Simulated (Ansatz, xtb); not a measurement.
**Redistribution: C4H4ClN + CBr2ClF → C4H4FN + CBr2Cl2**

Species: C4H4ClN `Clc1ccc[nH]1`, singlet; CBr2ClF (dibromochlorofluoromethane) `FC(Cl)(Br)Br`, singlet; C4H4FN `Fc1ccc[nH]1`, singlet; CBr2Cl2 `ClC(Cl)(Br)Br`, singlet. The partners trade Cl for F; both sit on C, so the bond types are kept.

Shapes, held fixed at every level: PBE0-D4/def2-TZVP. Programs: Ansatz 0.2.0, xtb 6.7.1. The zero-point and thermal change to 298 K, harmonic and unscaled (PBE0-D4/def2-TZVP), is -0.9 kJ/mol.

```tsv
level	kind	ΔH(298 K) (kJ/mol)	less CCSD(T)/def2-TZVPP
GFN0-xTB	semi-empirical	+11.2	-24.5
B3LYP-D4/def2-TZVPP	global hybrid	+37.9	+2.2
BHLYP-D4/def2-TZVPP	global hybrid	+36.3	+0.6
r2SCAN0-D4/def2-TZVPP	global hybrid	+41.1	+5.4
wB97M-V/def2-TZVPP	range-separated hybrid	+36.4	+0.7
wB97X-V/def2-TZVPP	range-separated hybrid	+38.1	+2.4
MP2/def2-TZVPP	perturbation theory	+35.6	-0.1
CCSD(T)/def2-SVP	coupled cluster or CI	+34.1	-1.6
CCSD(T)/def2-TZVPP	coupled cluster or CI	+35.7	0.0
```

The highest level, CCSD(T)/def2-TZVPP, gives ΔH(298 K) = +35.7 kJ/mol; the levels span +11.2 to +41.1. The column of differences is taken from that level and isn't an error. No measured value is set beside it here. Relativity is left out for Br unless named. Correlated rows may include outer-core shells of Br, which these sets cover unevenly.
